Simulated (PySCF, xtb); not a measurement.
C₁₀H₈, SMILES c1ccc2ccccc2c1.

Geometry: r2SCAN-D4/def2-SVP.

Calculation: IEF-PCM-B3LYP/def2-SVP (PySCF).

The values are the electrostatic part of the solvation free energy, E(continuum) − E(gas) at the gas-phase geometry, in a cavity of scaled van der Waals radii (PySCF's table); cavitation and dispersion terms are not included. In vacuum the orbital gap is 4.76 eV. The dipole moment in vacuum is 0.00 D.

Q: Estimate the values in water (ε = 78.36), 2-propanol (ε = 19.26), benzene (ε = 2.27). (Estimate from the structure and the level; the computed values follow.)

A: 
```json
[
 {"solvent": "water", "ε": "78.36", "ΔG(elec) (kcal/mol)": "-3.2", "dipole (D)": "0.00", "gap (eV)": "4.77"},
 {"solvent": "2-propanol", "ε": "19.26", "ΔG(elec) (kcal/mol)": "-3.0", "dipole (D)": "0.00", "gap (eV)": "4.77"},
 {"solvent": "benzene", "ε": "2.27", "ΔG(elec) (kcal/mol)": "-1.3", "dipole (D)": "0.00", "gap (eV)": "4.76"}
]
```

For comparison, GFN2-xTB/ALPB(water) (xtb, at the GFN2-xTB geometry, all terms of that model) gives -1.0 kcal/mol.
